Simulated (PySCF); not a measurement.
## La(III) with more and more H2O

Computed with PySCF 2.14.0, r2SCAN, def2-SVP on the ligands, density fitting, scalar-relativistic core potentials, no spin-orbit coupling, vacuum. The metal has lcecp-1-SVP with ECP46. Each complex is relaxed within the symmetry of its template. Distances are means of the shortest metal–ligand contacts, charges and spins Mulliken's; removal energies are rigid, with the ligand's formal charge and no counterpoise, so too large; for an anion taken off a cation in vacuum most of it is the attraction of opposite charges, and multiply charged cations can part far more cheaply with an electron moved from ligand to metal. lcecp potentials hold a fixed number of 4f electrons in the core, out of states, spins and gaps.

Problem. Order these by the metal–ligand distance, lowest first.
A. [La(H2O)3]3+
B. [La(H2O)7]3+
C. [La(H2O)]3+

Solution. C (2.339), A (2.416), B (2.574).

Problem. What else do they give?

Solution. 
```json
{"complex": "[La(H2O)]3+", "point group": "C2v", "M–H2O (Å)": "2.339", "charge on M (e)": "2.61", "removal of one H2O (eV)": "4.43", "unstable modes (below −25 cm⁻¹)": "not given"}
{"complex": "[La(H2O)3]3+", "point group": "D3", "M–H2O (Å)": "2.416", "charge on M (e)": "2.07", "removal of one H2O (eV)": "3.39", "unstable modes (below −25 cm⁻¹)": "not given"}
{"complex": "[La(H2O)7]3+", "point group": "C2v", "M–H2O (Å)": "2.574", "charge on M (e)": "1.33", "removal of one H2O (eV)": "2.31", "unstable modes (below −25 cm⁻¹)": "not given"}
```

The more ligands, the longer each bond and the weaker the last ligand is held.

Moved off a saddle point of the template and relaxed again: [La(H2O)3]3+. One start shape was tried for each, so a minimum needn't be the lowest isomer.
